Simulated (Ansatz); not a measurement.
F₃HMoOS (`[OH][Mo]([F])([F])([F])=[S]`) at its PBE0-D4/def2-TZVP geometry, where that method's forces vanish. Charge 0, multiplicity 1. Mo takes the def2 core potential.

```
atom   x (Å)   y (Å)   z (Å)
  O1  -0.903  -0.949   0.779
 Mo2   0.133   0.295  -0.112
  F3   1.538  -0.155   1.004
  F4  -0.820  -0.091  -1.650
  F5   1.482   0.695  -1.301
  S6  -0.582   2.113   0.567
  H7  -0.849  -1.908   0.714
```

Problem. For each bond, give half the difference of the two atoms' forces along it (eV/Å; positive pushes the atoms apart) under PBE-D4, r2SCAN-D4, B3LYP-D4, ωB97M-V in def2-TZVPP. (Estimate.)

Solution. Ansatz gave: 
```csv
bond,length (Å),PBE-D4,r2SCAN-D4,B3LYP-D4,ωB97M-V
O1–Mo2,1.848,0.27,0.21,0.23,0.06
O1–H7,0.962,0.21,-0.07,-0.12,-0.06
Mo2–F3,1.850,0.27,0.05,0.19,0.06
Mo2–F4,1.850,0.27,0.05,0.19,0.06
Mo2–F5,1.842,0.22,-0.02,0.17,0.06
Mo2–S6,2.068,0.74,0.49,0.39,-0.41
```

B3LYP here is the variant with VWN-RPA as its local correlation; programs differ in this.
